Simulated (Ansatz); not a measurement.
H3NPb (SMILES [NH2][PbH]) moved off its minimum; all values from Ansatz (a quantum-chemistry and plane-wave program), cores frozen in correlated methods. Elements past Kr take the def2 small-core potentials, without spin–orbit coupling.
(charge 0, multiplicity 1)
```xyz
5

Pb    -0.0955     0.1307     0.1629
H     -0.7689     1.2406    -1.1888
N      0.5568    -1.2872    -1.3185
H      0.4022    -1.1870    -2.3271
H      1.0550    -2.1434    -1.0568
```

Task: Give the forces (eV/Å), the total energy and the dipole at CCSD(T)/def2-TZVPPD.

Result: 
| atom | Fx | Fy | Fz |
|---|---|---|---|
| Pb1 | 0.072 | -0.124 | -0.252 |
| H2 | -0.006 | -0.027 | 0.043 |
| N3 | 0.046 | -0.099 | -0.055 |
| H4 | 0.219 | -0.231 | 0.676 |
| H5 | -0.331 | 0.481 | -0.411 |
Energy -248.3788 hartree, dipole 1.17 D.
